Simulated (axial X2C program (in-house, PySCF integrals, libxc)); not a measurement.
## NaNi⁺: from the spin-free to the two-component result

Calculated with an axial X2C code built on PySCF integrals. Spin-free means the one-electron spin-free X2C Hamiltonian; two-component (2c) means X2C with spin–orbit coupling and atomic mean-field two-electron Coulomb and Gaunt terms, so the difference of the two also holds small scalar two-electron terms. Basis: Ni dyall-cv3z [9s9p6d3f2g], Na dyall-cv3z [9s8p5d2f] (cores contracted in-house); Gaussian nuclei, density fitting, unrestricted open shells. Masses: Ni 57.935 u, Na 22.990 u.

Spin-free state: M_S = 1, Λ = 2 (beyond evenly filled blocks: σα, δ+α, δ+β, δ-α); fragments Ni + Na+.

```json
{"level": "PBE0", "Re (Å)": "2.940", "ωe (cm⁻¹)": "144.8", "De (eV)": "0.454", "μ (D)": "6.46"}
{"level": "HF", "Re (Å)": "3.238", "ωe (cm⁻¹)": "118.1", "De (eV)": "2.127", "μ (D)": "7.07"}
{"level": "MP2", "Re (Å)": "3.078", "ωe (cm⁻¹)": "133.3", "De (eV)": "n/a", "μ (D)": "n/a"}
{"level": "CCSD", "Re (Å)": "3.142", "ωe (cm⁻¹)": "123.2", "De (eV)": "0.900", "μ (D)": "n/a"}
{"level": "CCSD(T)", "Re (Å)": "3.139", "ωe (cm⁻¹)": "122.9", "De (eV)": "0.756", "μ (D)": "n/a"}
{"level": "LDA", "Re (Å)": "2.839", "ωe (cm⁻¹)": "150.3", "De (eV)": "0.593", "μ (D)": "6.31"}
```

Correlated methods: 10 electrons correlated (number of frozen shells: Ni 3 s, 2 p; Na 2 s, 1 p), 272 virtual spin orbitals or spinors in MP2, 90 natural virtuals in coupled cluster.

Dipoles are positive if Na is the positive end and refer to the centre of mass.

Two-component determinant lowest at the distance of the search:

Ω = 3 (⟨Sz⟩ = 1.00, ⟨Lz⟩ = 2.00 at HF); fragments Ni + Na+.

```csv
level,Re (Å),ωe (cm⁻¹),μ (D)
PBE0,2.940,144.8,6.46
HF,3.238,118.1,7.07
MP2,3.078,133.3,n/a
CCSD,3.142,123.2,n/a
CCSD(T),3.139,122.9,n/a
LDA,2.839,150.3,6.31
```

(1) From the two tables, how do the constants change at the CCSD(T) level (2c against spin-free)?

Occupations by symmetry block were frozen at the best pattern of an incomplete PBE0 search. Dissociation energies refer to the lowest single-determinant-based atoms at the same level and basis. De is not given where an atomic determinant may have missed its ground term or J level, or where the truncated virtual space spoils (T). Density functionals use the spin component along the axis (collinear). CCSD and (T) use frozen natural virtuals with an MP2 correction for the truncation; (T) itself is uncorrected, so its De runs slightly low. Other states lie close and PBE0, whose exact exchange favours high spin, may order them wrongly; the determinant shown need not be the ground state. The nearest other spin-free determinant of the search, M_S = 1, Λ = 0, lies 0.03 eV up at the distance of the search. The functionals have no current-density term, which raises determinants with orbital currents, atoms included. The atomic limit has a lower orbital projection than the molecule and lies lower at mean-field level, so De may be about a tenth of an eV too small. With several unpaired electrons one determinant need not be a pure state. A state of lower Ω lies just above, and one determinant can place such states too high, so the state shown need not be the lowest. The search has Ω = 2 only 0.07 eV up. At some level and bond length an empty orbital lies below a filled one.

## Answers

(1) At the CCSD(T) level Re is unchanged within 0.001 Å and ωe is unchanged to within 0.2 cm⁻¹.
